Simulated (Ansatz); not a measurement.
CH₈N₃NbO, SMILES `C[O][Nb](=[NH])([NH2])[NH2]`, relaxed with RKS PBE-D4/def2-SVP in the Gaussian-basis code of Ansatz from a rough embedded geometry. The force threshold is 0.03 eV/Å; the program also tests the step.

The species carries charge 0 and has multiplicity 1. Nb takes the def2 core potential.

Start:

```xyz
14

C     0.932   -2.006    0.149
O     0.823   -1.152    1.252
Nb   -0.181    0.481    0.545
N    -0.438    1.734    2.032
N    -1.992   -0.071   -0.329
N     1.038    1.462   -0.880
H     1.324   -1.491   -0.697
H    -0.137   -2.343   -0.044
H     1.524   -2.928    0.457
H    -0.083    2.621    1.987
H    -2.532    0.767   -0.461
H    -1.741   -0.461   -1.249
H     0.788    0.978   -1.802
H     0.674    2.409   -0.962
```

| step | energy (eV) | largest force (eV/Å) | largest move (Å) |
| --- | --- | --- | --- |
| 1 | -9222.6171 | 6.048 | 0.000 |
| 2 | -9224.0226 | 1.925 | 0.194 |
| 3 | -9224.2929 | 1.579 | 0.195 |
| 4 | -9224.4677 | 0.908 | 0.200 |
| 5 | -9224.6459 | 1.152 | 0.200 |
| 6 | -9224.7246 | 0.530 | 0.200 |
| 7 | -9224.7423 | 1.087 | 0.153 |
| 8 | -9224.8493 | 0.490 | 0.200 |
| 9 | -9224.9209 | 0.199 | 0.200 |
| 10 | -9224.9564 | 0.407 | 0.200 |
| 11 | -9224.9781 | 0.415 | 0.191 |
| 12 | -9224.9998 | 0.554 | 0.061 |
| 13 | -9225.0328 | 0.296 | 0.200 |
| 14 | -9225.0423 | 0.476 | 0.200 |
| 15 | -9225.0593 | 0.191 | 0.086 |
| 16 | -9225.0628 | 0.093 | 0.035 |
| 17 | -9225.0646 | 0.065 | 0.048 |
| 18 | -9225.0652 | 0.031 | 0.033 |
| 19 | -9225.0655 | 0.015 | 0.030 |
| 20 | -9225.0657 | 0.043 | 0.064 |
| 21 | -9225.0660 | 0.032 | 0.025 |
| 22 | -9225.0663 | 0.044 | 0.073 |
| 23 | -9225.0666 | 0.039 | 0.018 |
| 24 | -9225.0667 | 0.024 | 0.016 |
| 25 | -9225.0670 | 0.031 | 0.049 |
| 26 | -9225.0673 | 0.052 | 0.066 |
| 27 | -9225.0674 | 0.025 | 0.013 |

End:

```xyz
14

C     1.052   -2.320    0.402
O     0.482   -1.170   -0.150
Nb   -0.235    0.598   -0.005
N    -0.156    1.328    1.606
N    -2.179    0.549   -0.465
N     0.799    1.822   -1.199
H     1.930   -2.649   -0.202
H     0.317   -3.157    0.417
H     1.399   -2.149    1.447
H    -0.039    1.609    2.583
H    -2.948    0.958    0.074
H    -2.548    0.188   -1.352
H     0.936    1.658   -2.203
H     1.190    2.736   -0.953
```

Hardware: 4 threads of an AMD EPYC 7R43 on a shared host. Wall time 50 s, peak host memory 0.22 GiB.
